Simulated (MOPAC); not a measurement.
MOPAC input (PM3):

```
PM3 1SCF GEO-OK AUX(PRECISION=9) THREADS=1
H4Si2

Si    0.00714127 1    1.04995696 1    0.80957954 1
H    -0.41840924 1    1.86076314 1   -0.40814884 1
Si    0.01975272 1   -0.90056355 1   -0.58375403 1
H     0.97687736 1   -0.69981080 1   -1.70695297 1
H    -1.33626862 1   -1.10126450 1   -1.16589692 1
H     0.40128468 1   -2.15119550 1    0.11944169 1
```

Output:

```
 *******************************************************************************
 **                                                                           **
 **                              MOPAC v23.2.5                                **
 **                                                                           **
 *******************************************************************************
 ** MOPAC's Digital Object Identifier: https://doi.org/10.5281/zenodo.6511958 **
 **                                                                           **
 ** Please cite the open-source release paper for use of this MOPAC version:  **
 ** J. E. Moussa and J. J. P. Stewart (2026)                                  **
 ** MOPAC: An open-source semiempirical molecular orbital program             **
 ** J. Open Source Softw., 11(119), 8025, https://doi.org/10.21105/joss.08025 **
 *******************************************************************************

                              PM3 CALCULATION RESULTS

 *******************************************************************************
 *  PM3        - The PM3 Hamiltonian to be used
 *  GEO-OK     - OVERRIDE INTERATOMIC DISTANCE AND OTHER SAFETY CHECKS
 *  1SCF       - DO 1 SCF AND THEN STOP
 *  AUX        - OUTPUT AUXILIARY INFORMATION
 *******************************************************************************
PM3 1SCF GEO-OK AUX(PRECISION=9) THREADS=1
 H4Si2

   ATOM   CHEMICAL          X               Y               Z
  NUMBER   SYMBOL      (ANGSTROMS)     (ANGSTROMS)     (ANGSTROMS)

     1      Si          0.00714127  *   1.04995696  *   0.80957954  *
     2       H         -0.41840924  *   1.86076314  *  -0.40814884  *
     3      Si          0.01975272  *  -0.90056355  *  -0.58375403  *
     4       H          0.97687736  *  -0.69981080  *  -1.70695297  *
     5       H         -1.33626862  *  -1.10126450  *  -1.16589692  *
     6       H          0.40128468  *  -2.15119550  *   0.11944169  *

          CARTESIAN COORDINATES

    NO.       ATOM           X           Y           Z

     1        Si          0.0071      1.0500      0.8096
     2         H         -0.4184      1.8608     -0.4081
     3        Si          0.0198     -0.9006     -0.5838
     4         H          0.9769     -0.6998     -1.7070
     5         H         -1.3363     -1.1013     -1.1659
     6         H          0.4013     -2.1512      0.1194

  H: (PM3): J. J. P. STEWART, J. COMP. CHEM. 10, 209 (1989).
 Si: (PM3): J. J. P. STEWART, J. COMP. CHEM. 10, 209 (1989).

           Empirical Formula: H4 Si2  =     6 atoms

      MOLECULAR POINT GROUP   :   Cs

      RHF CALCULATION, NO. OF DOUBLY OCCUPIED LEVELS = 6

 -------------------------------------------------------------------------------
 PM3 1SCF GEO-OK AUX(PRECISION=9) THREADS=1
 H4Si2

     1SCF WAS SPECIFIED, SO BFGS WAS NOT USED
     SCF FIELD WAS ACHIEVED

                              PM3 CALCULATION
                                                       MOPAC v23.2.5 Linux

          FINAL HEAT OF FORMATION =         73.02015 KCAL/MOL =     305.51630 KJ/MOL

          COSMO AREA              =        116.26 SQUARE ANGSTROMS
          COSMO VOLUME            =        108.54 CUBIC ANGSTROMS

          IONIZATION POTENTIAL    =          8.150931 EV
          HOMO LUMO ENERGIES (EV) =         -8.151 -2.489
          NO. OF FILLED LEVELS    =          6
          MOLECULAR WEIGHT        =         60.2026         POINT GROUP:  Cs

          MOLECULAR DIMENSIONS (Angstroms)

            Atom       Atom       Distance
            H     6    H     2     4.12869
           Si     1    H     4     2.80467
           Si     1    H     5     2.17572

          SCF CALCULATIONS        =          1

   ATOM   CHEMICAL          X               Y               Z
  NUMBER   SYMBOL      (ANGSTROMS)     (ANGSTROMS)     (ANGSTROMS)

     1      Si          0.00714127  *   1.04995696  *   0.80957954  *
     2       H         -0.41840924  *   1.86076314  *  -0.40814884  *
     3      Si          0.01975272  *  -0.90056355  *  -0.58375403  *
     4       H          0.97687736  *  -0.69981080  *  -1.70695297  *
     5       H         -1.33626862  *  -1.10126450  *  -1.16589692  *
     6       H          0.40128468  *  -2.15119550  *   0.11944169  *

                             CARTESIAN COORDINATES

   1   Si        0.007141270     1.049956960     0.809579540
   2    H       -0.418409240     1.860763140    -0.408148840
   3   Si        0.019752720    -0.900563550    -0.583754030
   4    H        0.976877360    -0.699810800    -1.706952970
   5    H       -1.336268620    -1.101264500    -1.165896920
   6    H        0.401284680    -2.151195500     0.119441690

           Empirical Formula: H4 Si2  =     6 atoms

      MOLECULAR POINT GROUP   :   Cs

                  EIGENVALUES
 -16.40087 -14.01818 -11.98290 -11.78098  -9.41446  -8.15093  -2.48928  -0.84331
   1.34686   1.82035   2.04989   2.27938

              NET ATOMIC CHARGES AND DIPOLE CONTRIBUTIONS

  ATOM NO.   TYPE          CHARGE      No. of ELECS.   s-Pop       p-Pop
    1         Si           0.391858        3.6081     1.82417     1.78397
    2          H          -0.212009        1.2120     1.21201
    3         Si           0.196723        3.8033     1.02389     2.77939
    4          H          -0.121692        1.1217     1.12169
    5          H          -0.121692        1.1217     1.12169
    6          H          -0.133189        1.1332     1.13319
 DIPOLE           X         Y         Z       TOTAL
 POINT-CHG.     0.412     1.659     2.991     3.445
 HYBRID        -0.670    -1.051    -3.645     3.852
 SUM           -0.259     0.608    -0.655     0.930

          ATOMIC ORBITAL ELECTRON POPULATIONS

     Atom    s        px        py        pz
    1 Si   1.82417   0.11939   0.80750   0.85708
    2  H   1.21201
    3 Si   1.02389   0.85897   0.98967   0.93075
    4  H   1.12169
    5  H   1.12169
    6  H   1.13319

 **********************
 *                    *
 * JOB ENDED NORMALLY *
 *                    *
 **********************

 == MOPAC DONE ==
```
